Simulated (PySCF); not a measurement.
Geometry:
```tsv
atom	x (Å)	y (Å)	z (Å)
C1	-2.389	-0.249	-0.479
O2	-1.048	-0.663	-0.301
C3	-0.412	-0.049	0.770
O4	-0.190	1.303	0.539
Si5	0.868	1.716	-0.653
O6	1.985	0.534	-0.752
C7	1.747	-0.766	-0.294
C8	0.930	-0.754	0.992
Cl9	0.645	-2.409	1.524
H10	-2.450	0.836	-0.600
H11	-2.740	-0.747	-1.380
H12	-2.999	-0.554	0.378
H13	-1.033	-0.116	1.682
H14	0.162	1.835	-1.925
H15	1.527	2.891	-0.125
H16	1.201	-1.336	-1.053
H17	2.719	-1.239	-0.117
H18	1.469	-0.227	1.784
```

Single conformer, non-relativistic, in vacuum, averaged over atoms made equivalent by symmetry, fast rotation or ring inversion. Structure optimised with GFN2-xTB; shieldings: GIAO PBE0/pcSseg-1; PySCF.

References, each an isolated molecule treated in the same way: 13C (σref 186.93) and 1H (σref 31.72) and 29Si (σref 349.16) vs TMS; 17O (σref 336.08) vs H2O; 35Cl (σref 949.78) against HCl.

```
      atoms  nucleus  count  δ (ppm)
        H16       1H      1     4.66
        H17       1H      1     4.20
        H13       1H      1     4.97
        Cl9     35Cl      1      110
        H18       1H      1     3.92
         C1      13C      1        ?
H10/H11/H12       1H      3        ?
         C8      13C      1     60.7
         O2      17O      1        ?
         C7      13C      1        ?
         O6      17O      1     42.0
        H15       1H      1        ?
         C3      13C      1    102.2
        Si5     29Si      1    -31.0
        H14       1H      1     5.11
         O4      17O      1     94.5
```

**Question.** Complete the table.

**Answer.** 
- C7: 66.2 ppm, sp3 CH2 bonded to O; deshielded by the electronegative neighbour
- C1: 57.5 ppm, methyl carbon bonded to O; deshielded by the electronegative neighbour
- H15: 4.59 ppm, hydrogen on a silicon bonded to 2 O, in a 6-membered ring
- H10/H11/H12: 3.78 ppm, hydrogen on a methyl carbon bonded to O; its carbon carries O, which withdraws density
- O2: 65.5 ppm, ether oxygen

Carbons that carry Cl, above all several Cl atoms, come out too deshielded, partly because spin–orbit coupling is missing. Shifts are as computed. Against solution values, carbons near 30 ppm lie about +3 ppm off and those near 130 ppm about +5 ppm; carbons on Cl a further +6 ppm. Of 1211 compounds with measured shifts, 218 miss one by over three times the rms of a fit or turn the order of signals round; such compounds aren't used in these exercises. Experimental scales use liquid or dissolved standards, which lie at an offset from isolated H2O (liquid H2O: subtract about 36 ppm).
